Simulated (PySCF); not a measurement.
A structure optimised at PBE-D3(BJ)/def2-SVP, used in a PySCF frequency run:

```xyz
11

Mo     0.0790     0.0096    -0.0655
O      1.7538     0.1275     0.2268
N     -0.3600    -1.0191    -1.4214
H      0.0562    -1.6207    -2.1461
N     -0.8217     1.7216    -0.2474
H     -0.4330     2.5927     0.1327
H     -1.5471     1.9301    -0.9415
C     -0.7473    -0.9690     1.6297
H     -0.2818    -1.9679     1.7553
H     -1.8408    -1.0992     1.5025
H     -0.5467    -0.3634     2.5383
```
Charge 0, spin multiplicity 1.

Question: Write its SMILES and formula.

Answer: [CH3][Mo](=[NH])([NH2])=[O], CH₆MoN₂O

Question: What are its rotational constants (standard atomic weights)?

Answer: 3.4209, 3.1190, 2.9800 GHz
